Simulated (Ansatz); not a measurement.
C$_{8}$H$_{14}$FNOTi (`C[O][Ti]1234([F])([N](C)C)[C@H]5[C@@H]1[C@@H]2[C@@H]3[C@H]54`), relaxed with RKS PBE0-D4/def2-TZVP in Ansatz from a GFN2-xTB geometry. The force threshold is 0.005 eV/Å; the program also tests the step.

The species carries charge 0 and has multiplicity 1.

Start:

```xyz
26

C    -1.929    2.178    0.500
O    -1.654    0.817    0.487
Ti   -0.404    0.066   -0.432
F    -0.306    1.081   -1.860
N     1.052    0.719    0.459
C     1.176    0.801    1.894
C     2.322    0.872   -0.210
C    -0.788   -2.056    0.381
C     0.478   -2.068   -0.254
C     0.277   -1.826   -1.628
C    -1.109   -1.673   -1.847
C    -1.767   -1.825   -0.612
H    -2.324    2.494   -0.480
H    -2.680    2.401    1.272
H    -1.011    2.752    0.711
H     1.631    1.758    2.196
H     1.817   -0.008    2.288
H     0.185    0.720    2.350
H     2.791    1.830    0.064
H     3.026    0.068    0.066
H     2.170    0.860   -1.294
H    -0.983   -2.335    1.410
H     1.415   -2.355    0.210
H     1.039   -1.856   -2.398
H    -1.586   -1.560   -2.813
H    -2.839   -1.856   -0.460
```

```json
{"step": "1", "energy (eV)": "-37881.2990", "largest force (eV/Å)": "2.231", "largest move (Å)": "0.000"}
{"step": "2", "energy (eV)": "-37881.6622", "largest force (eV/Å)": "0.816", "largest move (Å)": "0.144"}
{"step": "3", "energy (eV)": "-37881.7312", "largest force (eV/Å)": "0.337", "largest move (Å)": "0.060"}
{"step": "4", "energy (eV)": "-37881.7424", "largest force (eV/Å)": "0.199", "largest move (Å)": "0.072"}
{"step": "5", "energy (eV)": "-37881.7497", "largest force (eV/Å)": "0.074", "largest move (Å)": "0.046"}
{"step": "6", "energy (eV)": "-37881.7516", "largest force (eV/Å)": "0.050", "largest move (Å)": "0.026"}
{"step": "7", "energy (eV)": "-37881.7516", "largest force (eV/Å)": "0.061", "largest move (Å)": "0.029"}
{"step": "8", "energy (eV)": "-37881.7535", "largest force (eV/Å)": "0.024", "largest move (Å)": "0.046"}
{"step": "9", "energy (eV)": "-37881.7544", "largest force (eV/Å)": "0.030", "largest move (Å)": "0.042"}
{"step": "10", "energy (eV)": "-37881.7549", "largest force (eV/Å)": "0.031", "largest move (Å)": "0.053"}
{"step": "11", "energy (eV)": "-37881.7552", "largest force (eV/Å)": "0.018", "largest move (Å)": "0.029"}
{"step": "12", "energy (eV)": "-37881.7554", "largest force (eV/Å)": "0.017", "largest move (Å)": "0.024"}
{"step": "13", "energy (eV)": "-37881.7555", "largest force (eV/Å)": "0.010", "largest move (Å)": "0.012"}
{"step": "14", "energy (eV)": "-37881.7555", "largest force (eV/Å)": "0.006", "largest move (Å)": "0.008"}
{"step": "15", "energy (eV)": "-37881.7556", "largest force (eV/Å)": "0.007", "largest move (Å)": "0.010"}
{"step": "16", "energy (eV)": "-37881.7556", "largest force (eV/Å)": "0.006", "largest move (Å)": "0.015"}
{"step": "17", "energy (eV)": "-37881.7556", "largest force (eV/Å)": "0.004", "largest move (Å)": "0.005"}
{"step": "18", "energy (eV)": "-37881.7556", "largest force (eV/Å)": "0.002", "largest move (Å)": "0.006"}
```

End:

```xyz
26

C    -1.962    2.181    0.643
O    -1.759    0.819    0.389
Ti   -0.397    0.090   -0.570
F    -0.244    0.967   -2.128
N     1.083    0.782    0.383
C     1.193    0.736    1.817
C     2.353    0.953   -0.275
C    -0.890   -2.027    0.392
C     0.416   -2.090   -0.138
C     0.318   -1.968   -1.541
C    -1.048   -1.841   -1.875
C    -1.792   -1.877   -0.684
H    -2.354    2.691   -0.245
H    -2.690    2.294    1.453
H    -1.029    2.679    0.935
H     1.670    1.649    2.200
H     1.801   -0.116    2.158
H     0.205    0.652    2.275
H     2.836    1.884    0.053
H     3.048    0.128   -0.055
H     2.222    1.013   -1.358
H    -1.154   -2.047    1.439
H     1.329   -2.195    0.428
H     1.145   -1.933   -2.236
H    -1.441   -1.678   -2.867
H    -2.860   -1.747   -0.595
```

Run time 42 s (11 threads of an AMD EPYC 7R13 on a shared host and a whole NVIDIA H100 80 GB); peak host memory 1.3 GiB.
